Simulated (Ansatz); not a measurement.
Species: CH$_{6}$B$_{2}$O, SMILES `BBCO` (charge 0, multiplicity 1), formula CH₆B₂O.

Q: How many basis functions does frozen-core CCSD(T)/cc-pVTZ // B3LYP-D3(BJ)/def2-TZVP (Ansatz, a program for electronic structure) use, how many core orbitals are frozen, and how many electrons are correlated?

A: 204 basis functions and 4 frozen orbitals, which leaves 22 correlated electrons. Core time is of the order of minutes.
